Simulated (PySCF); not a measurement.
# Peak assignment

Geometry:
```tsv
atom	x (Å)	y (Å)	z (Å)
C1	2.421	-0.471	1.284
N2	1.119	-0.535	0.669
Si3	0.646	0.377	-0.705
N4	1.848	0.028	-1.895
N5	-0.961	-0.062	-1.193
C6	-2.116	0.612	-0.679
C7	-2.535	0.268	0.720
N8	-1.893	-0.544	1.427
H9	2.486	0.306	2.055
H10	3.156	-0.249	0.514
H11	2.668	-1.431	1.744
H12	0.383	-0.748	1.328
H13	0.631	1.845	-0.613
H14	1.709	0.393	-2.822
H15	2.183	-0.920	-1.952
H16	-1.129	-1.056	-1.249
H17	-2.981	0.426	-1.334
H18	-1.925	1.690	-0.703
H19	-3.449	0.792	1.042
H20	-2.266	-0.708	2.360
```

[PySCF: shielding tensors at PBE0/pcSseg-1 (GIAO); geometry from GFN2-xTB; in vacuum; averaged over atoms made equivalent by symmetry, fast rotation or ring inversion; a single conformation; non-relativistic Hamiltonian]

Chemical shifts δ = σref − σ; 13C and 1H against TMS, all at this level.

Task: Assign these signals to the numbered atoms. 13C{1H} NMR (computed): δ 182.7 (CH), 54.2 (CH2), 31.0 (CH3).

Result: 
```tsv
δ (ppm)	atoms	environment	reason
182.7	C7	carbon bonded to C, N, H	–
54.2	C6	carbon bonded to C, N, 2 H	–
31.0	C1	carbon bonded to N, 3 H	–
```

Task: Assign these signals to the numbered atoms. 1H NMR (500 MHz, computed): δ 10.37 (br s, 1H), 8.34 (m, 1H), 4.68 (s, 1H), 3.81 (m, 1H), 3.73 (m, 1H), 2.77 (s, 3H), 1.86 (br s, 1H), 0.56 (br s, 1H), 0.24 (br s, 2H).

Result: 
| δ (ppm) | atoms | environment | reason |
| --- | --- | --- | --- |
| 10.37 | H20 | hydrogen on a nitrogen bonded to C | – |
| 8.34 | H19 | hydrogen on a carbon bonded to C, N | – |
| 4.68 | H13 | hydrogen on a silicon bonded to 3 N | – |
| 3.81 | H17 | hydrogen on a carbon bonded to C, N | – |
| 3.73 | H18 | hydrogen on a carbon bonded to C, N | – |
| 2.77 | H9/H10/H11 | hydrogen on a carbon bonded to N | – |
| 1.86 | H12 | hydrogen on a nitrogen bonded to C, Si | – |
| 0.56 | H16 | hydrogen on a nitrogen bonded to C, Si | – |
| 0.24 | H14/H15 | hydrogen on a nitrogen bonded to Si | – |

H17 and H18 lie closer than the usual error of such a calculation, so a measured spectrum could show them in the other order.

OH/NH shifts are gas-phase values; hydrogen bonding in solution moves them, usually downfield. Shifts are as computed. Against solution values, carbons near 30 ppm lie about +3 ppm off and those near 130 ppm about +5 ppm. Of 1309 compounds with measured shifts, 239 miss one by over three times the rms of a fit or turn the order of signals round; such compounds aren't used in these exercises. Multiplicities follow the n + 1 count of equivalent neighbours, as no J values were calculated; m marks all less simple cases, F and P coupling included.
